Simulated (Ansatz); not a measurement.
```yaml
crystal:
  periodic: [false, false, false]
  atoms:
    - {symbol: C, position_ang: [1.634280, 10.753095, 0.767308]}
    - {symbol: C, position_ang: [0.201550, 10.827817, 1.294602]}
    - {symbol: O, position_ang: [-0.588031, 9.714402, 0.961849]}
    - {symbol: C, position_ang: [-0.705245, 9.463901, -0.418618]}
    - {symbol: C, position_ang: [-1.833105, 8.469142, -0.598095]}
    - {symbol: O, position_ang: [-1.894372, 8.132227, -1.965017]}
    - {symbol: C, position_ang: [-3.141722, 7.646058, -2.398720]}
    - {symbol: C, position_ang: [-3.447705, 6.237540, -1.885869]}
    - {symbol: O, position_ang: [-4.638076, 5.729159, -2.442140]}
    - {symbol: C, position_ang: [-5.814610, 6.149848, -1.791291]}
    - {symbol: C, position_ang: [-6.991858, 5.429886, -2.397353]}
    - {symbol: O, position_ang: [-6.957845, 4.079524, -2.018063]}
    - {symbol: C, position_ang: [-7.942946, 3.309126, -2.654475]}
    - {symbol: C, position_ang: [-7.947927, 1.922028, -2.063687]}
    - {symbol: O, position_ang: [-8.488099, 1.985344, -0.762948]}
    - {symbol: C, position_ang: [-8.218782, 0.864954, 0.044644]}
    - {symbol: C, position_ang: [-9.070811, -0.346844, -0.338197]}
    - {symbol: O, position_ang: [-8.963415, -1.404094, 0.586097]}
    - {symbol: C, position_ang: [-7.746086, -2.109868, 0.535834]}
    - {symbol: C, position_ang: [-7.949520, -3.424004, 1.260175]}
    - {symbol: O, position_ang: [-6.714102, -4.091463, 1.284531]}
    - {symbol: C, position_ang: [-6.775700, -5.365488, 1.871847]}
    - {symbol: C, position_ang: [-5.374781, -5.939582, 1.858451]}
    - {symbol: O, position_ang: [-5.446238, -7.257718, 2.349254]}
    - {symbol: C, position_ang: [-4.202394, -7.817423, 2.701957]}
    - {symbol: C, position_ang: [-3.347991, -8.146116, 1.478256]}
    - {symbol: O, position_ang: [-2.158759, -8.840085, 1.802924]}
    - {symbol: C, position_ang: [-1.190721, -8.127422, 2.540503]}
    - {symbol: C, position_ang: [-0.883828, -6.727157, 2.014209]}
    - {symbol: O, position_ang: [-0.735806, -6.641930, 0.614290]}
    - {symbol: C, position_ang: [0.179274, -7.538315, 0.014755]}
    - {symbol: C, position_ang: [1.628921, -7.241872, 0.398864]}
    - {symbol: O, position_ang: [2.551119, -8.034162, -0.310386]}
    - {symbol: C, position_ang: [2.688368, -7.696978, -1.672609]}
    - {symbol: C, position_ang: [4.044093, -8.182529, -2.141033]}
    - {symbol: O, position_ang: [4.155731, -7.818281, -3.492692]}
    - {symbol: C, position_ang: [5.330257, -8.235241, -4.140457]}
    - {symbol: C, position_ang: [6.612295, -7.796832, -3.453164]}
    - {symbol: O, position_ang: [6.528247, -6.422245, -3.180315]}
    - {symbol: C, position_ang: [7.667188, -5.902081, -2.542400]}
    - {symbol: C, position_ang: [7.317809, -4.513699, -2.047504]}
    - {symbol: O, position_ang: [8.493979, -3.927466, -1.537356]}
    - {symbol: C, position_ang: [8.282105, -2.933703, -0.566588]}
    - {symbol: C, position_ang: [7.639629, -1.672437, -1.126760]}
    - {symbol: O, position_ang: [7.566569, -0.745036, -0.073644]}
    - {symbol: C, position_ang: [6.849729, 0.419375, -0.396269]}
    - {symbol: C, position_ang: [6.875709, 1.321785, 0.818483]}
    - {symbol: O, position_ang: [6.072917, 2.441316, 0.544874]}
    - {symbol: C, position_ang: [6.062316, 3.383288, 1.586647]}
    - {symbol: C, position_ang: [5.060758, 4.467896, 1.214581]}
    - {symbol: O, position_ang: [5.090555, 5.562216, 2.098223]}
    - {symbol: C, position_ang: [4.542555, 5.315154, 3.375501]}
    - {symbol: C, position_ang: [4.313603, 6.638459, 4.080024]}
    - {symbol: O, position_ang: [3.188430, 7.351761, 3.638154]}
    - {symbol: C, position_ang: [3.275148, 7.902845, 2.339639]}
    - {symbol: C, position_ang: [2.294982, 9.055560, 2.281622]}
    - {symbol: O, position_ang: [2.242781, 9.500714, 0.945487]}
    - {symbol: H, position_ang: [2.219591, 11.564810, 1.255175]}
    - {symbol: H, position_ang: [1.658239, 10.942036, -0.318210]}
    - {symbol: H, position_ang: [0.196233, 10.873418, 2.395451]}
    - {symbol: H, position_ang: [-0.252118, 11.773984, 0.923360]}
    - {symbol: H, position_ang: [-0.940039, 10.392592, -0.981121]}
    - {symbol: H, position_ang: [0.226458, 9.038679, -0.839131]}
    - {symbol: H, position_ang: [-1.636464, 7.588050, 0.045254]}
    - {symbol: H, position_ang: [-2.785797, 8.923289, -0.254139]}
    - {symbol: H, position_ang: [-3.108055, 7.616533, -3.499842]}
    - {symbol: H, position_ang: [-3.951695, 8.348257, -2.105981]}
    - {symbol: H, position_ang: [-2.628306, 5.565149, -2.190783]}
    - {symbol: H, position_ang: [-3.496748, 6.223411, -0.777364]}
    - {symbol: H, position_ang: [-5.766895, 5.917565, -0.706639]}
    - {symbol: H, position_ang: [-5.978294, 7.243040, -1.894247]}
    - {symbol: H, position_ang: [-6.946047, 5.536062, -3.502709]}
    - {symbol: H, position_ang: [-7.932428, 5.914209, -2.054849]}
    - {symbol: H, position_ang: [-7.751557, 3.243098, -3.748064]}
    - {symbol: H, position_ang: [-8.950482, 3.757970, -2.519478]}
    - {symbol: H, position_ang: [-6.907065, 1.537617, -2.037988]}
    - {symbol: H, position_ang: [-8.539224, 1.255547, -2.725723]}
    - {symbol: H, position_ang: [-8.463751, 1.148837, 1.081537]}
    - {symbol: H, position_ang: [-7.137850, 0.613882, 0.010144]}
    - {symbol: H, position_ang: [-8.811348, -0.701795, -1.358414]}
    - {symbol: H, position_ang: [-10.128979, -0.037751, -0.349384]}
    - {symbol: H, position_ang: [-7.440475, -2.307785, -0.513152]}
    - {symbol: H, position_ang: [-6.915313, -1.559838, 1.022258]}
    - {symbol: H, position_ang: [-8.325030, -3.224886, 2.286223]}
    - {symbol: H, position_ang: [-8.724924, -4.023165, 0.738184]}
    - {symbol: H, position_ang: [-7.453335, -6.040772, 1.307798]}
    - {symbol: H, position_ang: [-7.155412, -5.315977, 2.914065]}
    - {symbol: H, position_ang: [-4.984847, -5.891278, 0.822294]}
    - {symbol: H, position_ang: [-4.708966, -5.313492, 2.489929]}
    - {symbol: H, position_ang: [-4.414170, -8.747274, 3.254870]}
    - {symbol: H, position_ang: [-3.659627, -7.133632, 3.390085]}
    - {symbol: H, position_ang: [-3.120719, -7.236788, 0.891578]}
    - {symbol: H, position_ang: [-3.923235, -8.822301, 0.825693]}
    - {symbol: H, position_ang: [-1.463327, -8.028139, 3.613292]}
    - {symbol: H, position_ang: [-0.287166, -8.758671, 2.508521]}
    - {symbol: H, position_ang: [-1.709152, -6.035632, 2.252324]}
    - {symbol: H, position_ang: [0.006650, -6.348467, 2.559865]}
    - {symbol: H, position_ang: [-0.071639, -8.593510, 0.236238]}
    - {symbol: H, position_ang: [0.050462, -7.393112, -1.069547]}
    - {symbol: H, position_ang: [1.801685, -7.459486, 1.466177]}
    - {symbol: H, position_ang: [1.823046, -6.158869, 0.239711]}
    - {symbol: H, position_ang: [1.899986, -8.154558, -2.302420]}
    - {symbol: H, position_ang: [2.635566, -6.599047, -1.820525]}
    - {symbol: H, position_ang: [4.121301, -9.282450, -2.000345]}
    - {symbol: H, position_ang: [4.825077, -7.706256, -1.516514]}
    - {symbol: H, position_ang: [5.283805, -7.789560, -5.146998]}
    - {symbol: Xx, position_ang: [5.361973, -9.341772, -4.255785]}
    - {symbol: H, position_ang: [7.469815, -8.033349, -4.120424]}
    - {symbol: H, position_ang: [6.777192, -8.366211, -2.512358]}
    - {symbol: H, position_ang: [8.533463, -5.841924, -3.234969]}
    - {symbol: H, position_ang: [7.975967, -6.536360, -1.684680]}
    - {symbol: H, position_ang: [6.534222, -4.588985, -1.265118]}
    - {symbol: H, position_ang: [6.889725, -3.931794, -2.888836]}
    - {symbol: H, position_ang: [9.269343, -2.675322, -0.151121]}
    - {symbol: H, position_ang: [7.653577, -3.312659, 0.267505]}
    - {symbol: H, position_ang: [8.246383, -1.284097, -1.973466]}
    - {symbol: H, position_ang: [6.624945, -1.892335, -1.523571]}
    - {symbol: H, position_ang: [7.295473, 0.944307, -1.267232]}
    - {symbol: H, position_ang: [5.795581, 0.186487, -0.657741]}
    - {symbol: H, position_ang: [7.921827, 1.618030, 1.043957]}
    - {symbol: H, position_ang: [6.498412, 0.758670, 1.698658]}
    - {symbol: H, position_ang: [5.784530, 2.896426, 2.546156]}
    - {symbol: H, position_ang: [7.063867, 3.843558, 1.730084]}
    - {symbol: H, position_ang: [4.043996, 4.027361, 1.151974]}
    - {symbol: H, position_ang: [5.320756, 4.854569, 0.216580]}
    - {symbol: H, position_ang: [3.577560, 4.771644, 3.290922]}
    - {symbol: H, position_ang: [5.224158, 4.695379, 3.996214]}
    - {symbol: H, position_ang: [5.237556, 7.247628, 3.980252]}
    - {symbol: H, position_ang: [4.148036, 6.442046, 5.152050]}
    - {symbol: H, position_ang: [3.015996, 7.163632, 1.557912]}
    - {symbol: H, position_ang: [4.301828, 8.254899, 2.120815]}
    - {symbol: H, position_ang: [1.304846, 8.706615, 2.634053]}
    - {symbol: H, position_ang: [2.630924, 9.865674, 2.963839]}
basis:
  gaussian: {orbitals: STO-3G}
hamiltonian: {xc: {name: r2SCAN50}, pseudopotentials: {relativity: none}}
scf: {omitted_lower_state_checks: [starts]}
output: {forces: true}
```

```sh
$ ansatz run in.yaml --threads 11 --pin off --events-out ev --progress --plain --max-ram 120832MiB --backend cuda --devices 0, --max-vram 75GiB
```

(1) Predict how Ansatz answers.

Answers

(1) The program refused the input. An element symbol is wrong.
```
Error: YAML parse error: error: line 110 column 16: `Xx` is not an element symbol (H … Og, case-exact)
108 |     - {symbol: H, position_ang: [4.825077, -7.706256, -1.516514]}
109 |     - {symbol: H, position_ang: [5.283805, -7.789560, -5.146998]}
110 |     - {symbol: Xx, position_ang: [5.361973, -9.341772, -4.255785]}
111 |     - {symbol: H, position_ang: [7.469815, -8.033349, -4.120424]}
112 |     - {symbol: H, position_ang: [6.777192, -8.366211, -2.512358]}
```
